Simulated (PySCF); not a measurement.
# A small calculation by hand: dipole moment from atomic charges

BrH2MoNO2, SMILES [O]=[Mo]([Br])([NH2])=[O], multiplicity 1. Atoms are numbered in the order given.

```xyz
7

Mo     0.0971     0.6825     0.0000
O      0.9035     1.1900    -1.3894
O      0.9035     1.1900     1.3894
Br    -0.0749    -1.7565     0.0000
N     -1.6613     1.4606     0.0000
H     -2.1422     1.7747    -0.8423
H     -2.1422     1.7747     0.8423
```
Charge 0, spin multiplicity 1.

Coordinates come from a B3LYP-D3(BJ)/def2-SVP optimisation. The spin state was assumed, not searched. The structure was generated by enumeration; whether it is a known compound was not checked. The def2 effective core potentials stand for the cores of Mo; spin–orbit coupling is left out. Other conformers were not sampled.

Charges (e) from PBE/def2-TZVP in PySCF:

```csv
atom,ESP fit,Mulliken
Mo1,0.913,1.459
O2,-0.330,-0.483
O3,-0.330,-0.483
Br4,-0.167,-0.321
N5,-0.921,-0.706
H6,0.418,0.267
H7,0.418,0.267
```

The dipole moment of the full density is 3.83 D.

**Question.** What dipole moment does each set of point charges give, and which comes closer to that of the density?

**Answer.** 
μ = Σ q r, and 1 e Å = 4.8032 D.
ESP fit: Σ q r = (-0.756, 0.269, 0.000) e Å, |μ| = 3.85 D.
Mulliken: Σ q r = (-0.678, 0.327, 0.000) e Å, |μ| = 3.62 D.
ESP fit comes closer in size. Point charges leave out the atoms' own dipoles (lone pairs, polarised bonds); fits to the potential absorb them, partitions of the density don't.
